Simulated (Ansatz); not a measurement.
The input (input.yaml):

```yaml
crystal:
  periodic: [false, false, false]
  atoms:
    - { symbol: C, position_ang: [-0.035848, -0.118719, 1.921528] }
    - { symbol: C, position_ang: [0.866209, -0.552169, 0.762915] }
    - { symbol: O, position_ang: [1.689634, 0.557034, 0.412258] }
    - { symbol: Si, position_ang: [-0.133461, -1.076394, -0.786256] }
    - { symbol: Sn, position_ang: [-1.103632, 1.107758, -1.7244] }
    - { symbol: H, position_ang: [-1.111754, -0.212343, 1.704539] }
    - { symbol: H, position_ang: [0.166531, 0.94166, 2.13114] }
    - { symbol: H, position_ang: [0.167222, -0.688371, 2.839582] }
    - { symbol: H, position_ang: [1.496992, -1.400913, 1.092548] }
    - { symbol: H, position_ang: [2.342985, 0.266038, -0.233501] }
    - { symbol: H, position_ang: [-1.180738, -2.096547, -0.459282] }
    - { symbol: H, position_ang: [0.799237, -1.675921, -1.797643] }
    - { symbol: H, position_ang: [0.109298, 1.98732, -2.556383] }
    - { symbol: H, position_ang: [-2.390084, 0.824431, -2.826098] }
    - { symbol: H, position_ang: [-1.704393, 2.086135, -0.451747] }
basis:
  gaussian: { orbitals: def2-SVP }
hamiltonian:
  xc: pbe0
  dispersion: d4
phonons: {}
```

Launched with:

```bash
$ ansatz run input.yaml --threads 2 --pin off --max-ram 3072MiB --backend cpu --events-out ev --progress --plain --runs-dir out
```

Hardware: 2 threads of Intel(R) Xeon(R) 6975P-C (Granite Rapids) (shared host).

Roughly how long does this run take, and how much memory?

3.5 min, with a peak of 0.42 GiB, for 0 ionic steps.
